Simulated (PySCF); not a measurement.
Computed IR spectrum (relative IR intensity) of a molecule C3H9NSi. Geometry: PBE-D3(BJ)/def2-SVP. Other conformers were not sampled. All values below come from PBE-D3(BJ)/def2-SVP (PySCF). Frequencies are harmonic and unscaled.

Lines under 2 % of the strongest are left out, and lines within 2 cm⁻¹ are merged.

| ν (cm⁻¹) | relative intensity |
|---|---|
| 205 | 2.2 |
| 501 | 3.1 |
| 635 | 6.3 |
| 652 | 16 |
| 677 | 6.1 |
| 689 | 12 |
| 761 | 21 |
| 881 | 34 |
| 910 | 100 |
| 928 | 11 |
| 938 | 20 |
| 953 | 12 |
| 1071 | 3.8 |
| 1096 | 2.6 |
| 1189 | 40 |
| 1265 | 27 |
| 1297 | 33 |
| 1377 | 6.3 |
| 1399 | 3.8 |
| 1412 | 5.6 |
| 1441 | 15 |
| 1654 | 78 |
| 2140 | 56 |
| 2170 | 39 |
| 2186 | 45 |
| 2927 | 45 |
| 2996 | 15 |
| 3063 | 5.0 |
| 3066 | 8.6 |
| 3192 | 3.0 |

Q: Which molecule gave these data?
(A) [SiH3][C@H]1CCN1
(B) C=C([SiH3])CN
(C) C/C=N/C[SiH3]
(D) C=CN(C)[SiH3]

A: D, C=CN(C)[SiH3]
